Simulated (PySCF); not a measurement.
Compound: C7H9NO.
Structure used (GFN2-xTB), in Å, numbered top down from 1:
```xyz
18
C7H9NO angstrom
C     -2.284    0.705    0.751
C     -1.682   -0.526    0.069
C     -0.212   -0.330   -0.155
C      0.268    0.297   -1.302
C      1.634    0.488   -1.429
C      2.487    0.066   -0.438
N      2.026   -0.540    0.681
O      2.814   -0.916    1.581
C      0.692   -0.729    0.807
H     -3.351    0.565    0.905
H     -1.812    0.872    1.716
H     -2.136    1.590    0.136
H     -2.180   -0.688   -0.888
H     -1.848   -1.403    0.697
H     -0.412    0.622   -2.072
H      2.044    0.968   -2.304
H      3.558    0.186   -0.487
H      0.387   -1.220    1.720
```

A PySCF run (density fitting, gas phase, GFN2-xTB geometry) gave HOMO -7.55 eV, LUMO -2.61 eV, dipole 2.32 D and E = -398.443 Eh.

Question: Which of these levels was it?
A. PBE0/MINI
B. HF/pcSseg-1
C. B97-2/def2-SVPD
D. PBE0/pcSseg-1
E. wB97X-D/pcSseg-1

Answer: A. It is PBE0/MINI. All candidates on this geometry:

```tsv
level and settings	kind	basis functions	SCF cycles	E (Eh)	HOMO (eV)	LUMO (eV)	dipole (D)
B97-2/def2-SVPD	global hybrid	255	15	-401.6725	-6.11	-1.22	4.56
PBE0/MINI, level shift 0.1 Eh	global hybrid	54	12	-398.4432	-7.55	-2.61	2.32
PBE0/pcSseg-1	global hybrid	198	15	-401.5652	-6.23	-1.05	4.33
wB97X-D/pcSseg-1	range-separated hybrid	198	15	-401.8888	-7.95	0.62	4.50
HF/pcSseg-1, grid level 3	Hartree–Fock	198	13	-399.4778	-8.57	2.35	5.42
```

The nearest other candidate, by the summed differences of HOMO and LUMO, is B97-2/def2-SVPD: its HOMO differs by +1.44 eV and its LUMO by +1.39 eV. wB97X-D ran without the empirical dispersion term, which would shift the total energy alone. Cycle counts include a coarse-grid stage where the run had one.
